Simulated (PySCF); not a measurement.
Ionisation energy of O⁺ by level of theory

O⁺ [He] 2s2 2p3 (4S) → O²⁺ [He] 2s2 2p2 (3P), as a difference of total energies. Computed with PySCF 2.14 in x2c-TZVPPall, with the spin-free X2C one-electron Hamiltonian (Gaussian nucleus). Correlated levels: valence: 1s2 frozen; valence and next inner shell: nothing frozen. The calculations carry no spin-orbit coupling.

Order these methods by the ionisation energy they give, lowest first.
A. UHF
B. PBE0
C. MP2 (valence)
D. SCS-MP2 (valence)

A (34.573 eV), D (34.939 eV), C (35.191 eV), B (35.306 eV).

A first-order spin-orbit estimate (lowest level to lowest level, LS coupling) adds -0.028 eV.

Errors of the correlated levels include the incompleteness of this basis and the frozen core.

For comparison: 35.121 eV (measured; NIST Atomic Spectra Database, ionization energies).
